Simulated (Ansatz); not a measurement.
`COCS[SiH3]` and `[SiH3]BCS[SiH3]` differ in one atom or group.

Ansatz, PBE0-D4/def2-TZVP geometries, multiplicity 1. Each molecule was computed in one conformer, which needn't be the lowest.

```tsv
property	`COCS[SiH3]`
LUMO energy (PBE/def2-TZVPP) / eV	-0.66
LUMO energy (B3LYP/def2-TZVPP) / eV	0.03
HOMO–LUMO gap (B3LYP/def2-TZVPP) / eV	6.94
HOMO–LUMO gap (ωB97M-V/def2-TZVPP) / eV	11.36
HOMO energy (B3LYP/def2-TZVPP) / eV	-6.91
HOMO–LUMO gap (PBE0/def2-TZVPP) / eV	7.40
```

Give the same properties after the change, and the shifts. (Estimate.)

Ansatz gave: 
| property | `[SiH3]BCS[SiH3]` | shift |
| --- | --- | --- |
| LUMO energy (PBE/def2-TZVPP) / eV | -3.17 | -2.51 |
| LUMO energy (B3LYP/def2-TZVPP) / eV | -2.37 | -2.40 |
| HOMO–LUMO gap (B3LYP/def2-TZVPP) / eV | 4.47 | -2.47 |
| HOMO–LUMO gap (ωB97M-V/def2-TZVPP) / eV | 9.05 | -2.31 |
| HOMO energy (B3LYP/def2-TZVPP) / eV | -6.84 | 0.07 |
| HOMO–LUMO gap (PBE0/def2-TZVPP) / eV | 4.89 | -2.51 |

With PBE0 the HOMO rises by 0.07 eV and the LUMO falls by 2.44 eV, so the gap narrows by about 2.51 eV. PBE moves the HOMO by 0.05 eV and ωB97M-V by 0.08 eV.

B3LYP here is the variant with VWN-RPA as its local correlation; programs differ in this.
